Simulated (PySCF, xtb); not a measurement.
C3H4BFO. Atoms are numbered in the order given.

```xyz
10

O      1.8438     0.8299     0.0107
B      0.5550     0.5519     0.2799
C     -0.7430     1.3847     0.2947
C     -1.4031     0.2335     0.0108
C     -0.3331    -0.7906     0.2989
F     -0.1107    -1.7259    -0.6948
H      2.3829     0.0371    -0.0841
H     -1.1229     2.4071     0.3269
H     -2.4258     0.0543    -0.3497
H     -0.4882    -1.3293     1.2490
```
Charge 0, spin multiplicity 1.

Coordinates come from a PBE0-D3(BJ)/def2-SVP optimisation. The structure was generated by enumeration; whether it is a known compound was not checked. The values are those of a single conformer.

Calculation: IEF-PCM-B3LYP/def2-SVP (PySCF 2.14.0).

The values are the electrostatic part of the solvation free energy, E(continuum) − E(gas) at the gas-phase geometry, in a cavity of scaled van der Waals radii (PySCF's table); cavitation and dispersion terms are not included. In vacuum the orbital gap is 6.71 eV. The dipole moment in vacuum is 0.86 D.

```tsv
solvent	ε	ΔG(elec) (kcal/mol)	dipole (D)	gap (eV)
water	78.36	-5.2	1.05	6.74
chloroform	4.71	-3.7	0.99	6.74
toluene	2.37	___	___	___
```

**Question.** What belongs in the gaps? (The exact figures need the calculation; the answer reports its results.)

**Answer.** 
- toluene, ΔG(elec) (kcal/mol): -2.4
- toluene, dipole (D): 0.94
- toluene, gap (eV): 6.73

For comparison, GFN2-xTB/ALPB(water) (xtb, at the GFN2-xTB geometry, all terms of that model) gives -7.2 kcal/mol.
